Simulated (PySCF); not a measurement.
**Se²⁺: excitation energy**

Se²⁺ [Ar] 3d10 4s2 4p2 (3P) → Se²⁺ [Ar] 3d10 4s1 4p3 (5S), as a difference of total energies. Calculation: PySCF 2.14, in dyall-av2z (16s12p8d, 92 functions); no relativity, point nucleus. Correlated levels: valence: [Ar] 3d10 frozen; virtual orbitals above 40 to 60 times the deepest correlated orbital energy dropped. The calculations carry no spin-orbit coupling.

```json
{"method": "UHF", "excitation energy (eV)": "5.771"}
{"method": "MP2 (valence)", "excitation energy (eV)": "6.658"}
{"method": "SCS-MP2 (valence)", "excitation energy (eV)": "7.043"}
{"method": "CCSD (valence)", "excitation energy (eV)": "6.987"}
{"method": "CCSD(T) (valence)", "excitation energy (eV)": "7.007"}
```

Task: How much does correlation contribute at CCSD(T) (valence)?

Result: 7.007 − (5.771) = 1.236 eV, measured against UHF.

A first-order spin-orbit estimate (lowest level to lowest level, LS coupling) adds 0.264 eV.
